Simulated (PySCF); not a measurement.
F2H4OSi2, SMILES F[SiH](F)O[SiH3]. Heavy atoms are numbered as in [SiH3:1][O:2][SiH:3]([F:4])[F:5]. Hydrogens are named by the atom that carries them.

Geometry: B3LYP-D3(BJ)/def2-SVP. A frequency run showed that this geometry is not a minimum. Other conformers were not sampled.

Level of theory: HF/pcSseg-1 (PySCF).

GIAO shieldings, no solvent; atoms alike by connectivity are averaged. δ = σ(ref) − σ: ²⁹Si against TMS (σ = 393.8 ppm); ¹⁷O against H2O (σ = 333.0 ppm); ¹⁹F against CFCl3 (σ = 238.5 ppm); ¹H against TMS (σ = 31.99 ppm), references at their B3LYP-D3(BJ)/def2-TZVP geometries, non-relativistic.

```tsv
nucleus	atoms	count	δ (ppm)
²⁹Si	Si1 (SiH3)	1	-41.0
²⁹Si	Si3 (SiH)	1	-76.8
¹⁷O	O2	1	26.6
¹⁹F	F4	2	-114.8
¹H	H on Si1	3	4.88
¹H	H on Si3	1	4.19
```
